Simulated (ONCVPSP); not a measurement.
**What one change does to a pseudopotential (Rb, ONCV)**

ONCVPSP 4.0.1 input, shortened (lines: element, Z, core and valence counts, functional; n l f; lmax; l rc ep ncon nbas qcut; lloc lpopt rc5 dvloc0; l nproj debl; icmod fcfact rcfact), PBE, scalar-relativistic:

```
  Rb 37.00    6    3        4      upf
    1    0    2.00
    2    0    2.00
    2    1    6.00
    3    0    2.00
    3    1    6.00
    3    2   10.00
    4    0    2.00
    4    1    6.00
    5    0    1.00
    3
    0    1.90    0.00    4    9    5.20
    1    1.85    0.00    4    9    4.80
    2    2.00    0.08    4    7    5.70
    3    1.90    0.03    4    8    5.20
    4    5    1.55   -1.00
    0    2    0.60
    1    2    0.40
    2    2    2.30
    3    2    3.00
    1    0.40    0.00
```

In the p channel the program set the typed energies aside and used -0.587, 0.250 Ha.

Change: s: qcut 2.9.

Cutoffs: the cutoffs (Ha) at which the residual kinetic energy of the hardest occupied pseudo-wave falls to 1 and 0.1 mHa per electron; they do not see the model core or the augmentation charge, which bear on the density cutoff. Errors are all-electron minus pseudo energies relative to the spin-unpolarised reference configuration.

What does the change do?

The potential gets harder (11 Ha and 24 Ha → 53 Ha and 67 Ha); of the 4 tests that both files solve, the error grows in 0 and shrinks in 1 by more than 15 % and 0.3 meV (median size 0.1 → 0.3 meV); neither file shows a bound ghost.

```tsv
quantity	base	changed
cutoff, loose	11 Ha	53 Ha
cutoff, tight	24 Ha	67 Ha
loose cutoff by channel	s 11 Ha, p 6.6 Ha	s 53 Ha, p 6.6 Ha
bound ghosts	none	none
GHOST(+) flags under 300 eV	s at 135.5 eV	s at 115.8 eV
error for 4s2 4p6 5s0, meV [ΔE 4.15 eV]	-0.2	-0.4
error for 4s2 4p6 5s0.5, meV [ΔE 1.58 eV]	-0.1	-0.1
error for 4s2 4p6 5s0 5p1, meV [ΔE 1.52 eV]	-0.1	-0.2
error for 4s2 4p5 5s1, meV [ΔE 21.14 eV]	-9.0	-5.3
s: phases at 1.93 bohr within 0.05 rad from the reference energy up to (Ha; the scan ends near 5)	2.3	1.9
p: phases at 1.88 bohr within 0.05 rad from the reference energy up to (Ha; the scan ends near 5)	3.0	3.0
d: phases at 2.03 bohr within 0.05 rad from the reference energy up to (Ha; the scan ends near 5)	3.9	3.9
f: phases at 1.93 bohr within 0.05 rad from the reference energy up to (Ha; the scan ends near 5)	to the end of the scan	to the end of the scan
rms error of d²Exc/dni dnj with the model core, mHa	0.77	1.87
```

Base: The cutoffs count occupied waves only; projector 2 of the f channel, the hardest unoccupied one, needs 47 Ha at the loose tolerance.
